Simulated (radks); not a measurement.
Species: Tl I. Configuration: [Xe] 4f14 5d8 6s2 6p3 (not the ground configuration). All-electron calculation, non-relativistic Kohn-Sham, LDA (Slater exchange, Perdew-Wang correlation), spin-polarised, spherical densities, point nucleus; open shells are filled with parallel spins first (spin-orbit coupling, left out, can overturn this in heavy ions); relativity is left out, which matters for an element this heavy. Program: a radial shooting solver on a logarithmic mesh with Libxc functionals.

Radial electron density D(r) = 4 pi r^2 rho(r):

| r (bohr) | D(r) (e/bohr) | spin D(r) |
|---|---|---|
| 0.001843 | 12.08 | -0.0000298 |
| 0.002518 | 20.21 | -0.0000440 |
| 0.00344 | 32.50 | -0.0000517 |
| 0.0047 | 49.51 | -0.0000174 |
| 0.00637 | 69.60 | 0.000158 |
| 0.008702 | 89.80 | 0.000759 |
| 0.01189 | 102.7 | 0.00242 |
| 0.01624 | 103.0 | 0.00634 |
| 0.02219 | 96.50 | 0.0143 |
| 0.03031 | 101.6 | 0.0280 |
| 0.04141 | 127.4 | 0.0504 |
| 0.05612 | 146.6 | 0.0913 |
| 0.07667 | 132.7 | 0.173 |
| 0.1047 | 122.2 | 0.255 |
| 0.1431 | 137.7 | 0.161 |
| 0.1955 | 112.1 | -0.00535 |
| 0.2671 | 80.91 | 0.323 |
| 0.3649 | 94.09 | 0.546 |
| 0.4945 | 67.64 | 0.0296 |
| 0.6756 | 30.28 | 0.601 |
| 0.9229 | 22.35 | 1.95 |
| 1.261 | 13.79 | 1.81 |
| 1.723 | 5.708 | 1.32 |
| 2.353 | 3.001 | 1.36 |
| 3.215 | 1.622 | 1.04 |
| 4.357 | 0.5566 | 0.431 |
| 5.952 | 0.09383 | 0.0825 |
| 8.132 | 0.006674 | 0.00634 |
| 11.11 | 0.0001600 | 0.000158 |

D(r) has 4 maxima, at r = 0.0140, 0.0575, 0.147, 0.371 bohr, and minima at 0.0242, 0.0983, 0.267 bohr, inside which lie 1.93, 11.46, 30.55 electrons.
